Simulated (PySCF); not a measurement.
Structure problem from calculated spectra and properties.

Formula: C7H3N3.

| Property | Result |
| --- | --- |
| UV, strongest line | among the 8 lowest singlet transitions: S8 at 5.75 eV (216 nm, f = 0.365) [TDDFT B3LYP/def2-SVPD] |
| UV, first state | lowest singlet excitation: 2.84 eV (436 nm, f = 0.001) [TDDFT B3LYP/def2-SVPD] |
| 1H NMR | chemical shifts (computed TMS as zero) by class: 9.54 (1 H), 7.75 (1 H), 3.36 (1 H) ppm [GIAO PBE0/pcSseg-1] |
| Triplet | lowest triplet excitation (Tamm–Dancoff): 2.26 eV [TDA B3LYP/def2-SVPD] |
| 13C NMR | chemical shifts (computed TMS as zero) by class: 151.8 (1 C), 151.0 (1 C), 138.3 (1 C), 121.1 (1 C), 115.1 (1 C), 96.0 (1 C), 85.2 (1 C) ppm [GIAO PBE0/pcSseg-1] |
| Rotational structure | rotational constants A, B, C: 3.019, 0.916, 0.703 GHz [GFN2-xTB] |

Gas-phase values; electronic properties from PySCF, density fitting. Levels stand in brackets. Geometry: GFN2-xTB; no solvent, vibrations or thermal averaging. NMR values are class means; diastereotopic atoms form classes of their own.

Question: Propose a structure and show how it fits.

Answer: Numbering: `[CH:1]#[C:2][c:3]1[cH:4][c:5]([C:6]#[N:7])[cH:8][n:9][n:10]1`. Its formula, C7H3N3, gives 8 degrees of unsaturation: 1 ring and 7 π bonds in the structure found (Kekulé form). 7 carbons fall into 7 classes; from least to most shielded: aromatic CH next to a ring nitrogen [C8] (151.8 ppm), substituted aromatic carbon [C3] (151.0 ppm), aromatic CH carbon [C4] (138.3 ppm), nitrile carbon [C6] (121.1 ppm), substituted aromatic carbon [C5] (115.1 ppm), terminal alkyne carbon [C1] (96.0 ppm), alkyne carbon [C2] (85.2 ppm). Hydrogen classes from least to most shielded: 1 H on an aromatic CH next to a ring nitrogen, C8 (9.54 ppm), 1 H on an aromatic CH carbon, C4 (7.75 ppm), 1 H on a terminal alkyne carbon, C1 (3.36 ppm). S1 is mainly HOMO→LUMO (weight 0.99); the largest Löwdin shares of the orbital it empties are 0.40 on a pyridine-type nitrogen, 0.38 on a pyridine-type nitrogen, 0.08 on the aromatic CH next to a ring nitrogen and 0.08 on a substituted aromatic carbon, of the orbital it fills 0.21 on a pyridine-type nitrogen, 0.17 on a substituted aromatic carbon, 0.11 on the nitrile nitrogen and 0.11 on the aromatic CH carbon. The optimised geometry has point group Cs and is an asymmetric top. Structure: `c1(C#N)cnnc(c1)C#C`. Computed isomers that give other values at the same levels: `C#Cc1cncc(C#N)n1` (13C chemical shifts (computed TMS as zero) by class: 156.6 (1 C), 155.0 (1 C), 143.7 (1 C), 135.6 (1 C), 120.9 (1 C), 94.7 (1 C), 84.2 (1 C) ppm); `C#Cc1cnncc1C#N` (13C chemical shifts (computed TMS as zero) by class: 156.8 (1 C), 154.9 (1 C), 127.2 (1 C), 120.2 (1 C), 118.0 (1 C), 106.2 (1 C), 81.5 (1 C) ppm); `[H]/N=C(C#N)\C(C#N)=C\C#C` (rotational constant A: 2.020 GHz; this holds for the one conformer computed). The assignments are read from this structure; whether some other isomer fits the data as well wasn't checked.
